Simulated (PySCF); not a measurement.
## Computed properties of C5H4F2O, SMILES F/C=C(/F)OC=C=C

C5H4F2O, SMILES O(C=C=C)/C(=C\F)F. Coordinates come from a B3LYP-D3(BJ)/def2-SVP optimisation. The structure was generated by enumeration; whether it is a known compound was not checked. The values are those of a single conformer. All values are computed for the isolated molecule unless a solvent is named; none is compared with measurement here.

**Structure.** All 30 harmonic modes at B3LYP-D3(BJ)/def2-SVP (PySCF) are real, so it is a minimum. With heavy atoms numbered as in [CH2:1]=[C:2]=[CH:3][O:4]/[C:5]([F:6])=[CH:7]\[F:8], the shortest bond between them is C1–C2 at 1.309 Å and the longest C3–O4 at 1.391 Å.

**Vibrations.** The strongest infrared lines (harmonic, unscaled, degenerate partners summed) lie at 1205 cm⁻¹ (287 km/mol, C 35 %, H 33 %, F 18 %, O 13 %), 1251 cm⁻¹ (201 km/mol, C 55 %, H 19 %, F 17 %, O 8 %), 1329 cm⁻¹ (126 km/mol, H 68 %, C 30 %). The softest mode is at 34 cm⁻¹ and the zero-point energy is 49.2 kcal/mol.

**Electronic structure.** ωB97X/def2-TZVP (PySCF) places the frontier levels at -9.41 and 1.55 eV, a gap of 10.96 eV, and gives a dipole moment of 1.57 D. PBE/def2-TZVP (PySCF) at the same geometry gives -5.78 and -1.69 eV, so its gap is 6.87 eV narrower. An orbital gap is neither the optical nor the fundamental gap.

**Excitations.** TDA-B3LYP/def2-SVPD (PySCF) has S1 at 4.68 eV (265 nm, f = 0.000, dark); the most intense of the 6 singlets computed lies at 6.09 eV (f = 0.09). T1 (TDA) is at 4.30 eV, 0.38 eV under S1. TDA-PBE/def2-SVPD (PySCF) puts S1 at 4.21 eV. No vertical singlet excitation falls in the visible range (under 3.1 eV).

**NMR.** GIAO shifts at B3LYP/pcSseg-1 (PySCF) (non-relativistic, atoms alike by connectivity averaged): ¹³C from 102.0 to 220.3 ppm against TMS; ¹H from 6.1 to 7.3 ppm against TMS; ¹⁹F from -205.7 to -141.7 ppm against CFCl3.

**Solvation.** SMD-ωB97X/def2-SVP (PySCF) gives 1.2 kcal/mol in water, -2.7 kcal/mol in ethylethanoate, -3.5 kcal/mol in dichloromethane (1 M in both phases, gas-phase geometry); of these solvents dichloromethane holds the molecule best.
